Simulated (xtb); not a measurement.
xtb input (GFN2-xTB):

```bash
xtb mol.xyz --gfn 2 --ohess tight --chrg 0 --uhf 0
```
mol.xyz:
```
10

Al    -0.38199879     0.43048019    -0.40547862
C      1.49999212    -0.02620045    -0.98815674
H      1.73044860    -1.06209347    -0.70802952
H      2.19243190     0.67048020    -0.51202350
H      1.64542485     0.09218947    -2.02290097
C     -1.19204434    -0.34268665     1.32112922
H     -1.74429950    -1.28101698     1.11525222
H     -1.87676490     0.34418927     1.74631419
H     -0.38004310    -0.53516753     2.03500235
Cl    -1.47486890     1.66926658    -1.53789889
```

End of the output:

```
   ------------------------------------------------------------------------
    298.15    0.877789E-02    0.784901E-01    0.412738E-01    0.372163E-01
   ------------------------------------------------------------------------

         :::::::::::::::::::::::::::::::::::::::::::::::::::::
         ::                  THERMODYNAMIC                  ::
         :::::::::::::::::::::::::::::::::::::::::::::::::::::
         :: total free energy         -12.966451781730 Eh   ::
         ::.................................................::
         :: total energy              -13.003668044113 Eh   ::
         :: zero point energy           0.069712202949 Eh   ::
         :: G(RRHO) w/o ZPVE           -0.032495940566 Eh   ::
         :: G(RRHO) contrib.            0.037216262382 Eh   ::
         :::::::::::::::::::::::::::::::::::::::::::::::::::::

optimized geometry written to: xtbopt.xyz

           -------------------------------------------------
          | TOTAL ENERGY              -13.003668044113 Eh   |
          | TOTAL ENTHALPY            -12.925177946564 Eh   |
          | TOTAL FREE ENERGY         -12.966451781730 Eh   |
          | GRADIENT NORM               0.000108286459 Eh/α |
          | HOMO-LUMO GAP               4.347542089208 eV   |
           -------------------------------------------------

------------------------------------------------------------------------
------------------------------------------------------------------------
 total:
 SCF:
 ANC optimizer:
 analytical hessian:
```
